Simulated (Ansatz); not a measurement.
Ansatz (a first-principles code) input:

Ansatz 0.2 input:
```yaml
crystal:
  periodic: [false, false, false]
  atoms:
    - {symbol: C, position_ang: [0.57379855, -2.57949090, 0.70733179]}
    - {symbol: O, position_ang: [0.38916999, -1.27871775, 1.26055784]}
    - {symbol: Ge, position_ang: [0.27800481, 0.14166326, 0.21506634]}
    - {symbol: Br, position_ang: [-1.31014051, -0.20217079, -1.42191476]}
    - {symbol: O, position_ang: [-0.10808243, 1.49660539, 1.26374793]}
    - {symbol: C, position_ang: [-1.25515804, 1.44646994, 2.11229057]}
    - {symbol: O, position_ang: [1.78683239, 0.49121571, -0.61792086]}
    - {symbol: C, position_ang: [2.92961435, 0.86707930, 0.15670296]}
    - {symbol: H, position_ang: [1.49903949, -2.64195548, 0.12775931]}
    - {symbol: H, position_ang: [-0.26497491, -2.86305671, 0.06628529]}
    - {symbol: H, position_ang: [0.63210075, -3.27779884, 1.54196230]}
    - {symbol: H, position_ang: [-2.17747001, 1.38532041, 1.52793107]}
    - {symbol: H, position_ang: [-1.20728394, 0.59691117, 2.79727887]}
    - {symbol: H, position_ang: [-1.26557964, 2.37096946, 2.68886898]}
    - {symbol: H, position_ang: [3.75846033, 0.98582194, -0.54047588]}
    - {symbol: H, position_ang: [2.76142563, 1.81206026, 0.67777178]}
    - {symbol: H, position_ang: [3.19015697, 0.09730484, 0.88848068]}
basis:
  gaussian:
    orbitals: cc-pVDZ
magnetization: {spin_polarized: false}
correlation: {method: ccsd_t, electrons: outside_noble_gas}
```

Task: Which total energy does the run end on?

Result: -4992.54553 Eh (CCSD(T)/cc-pVDZ). The basis has 183 functions.
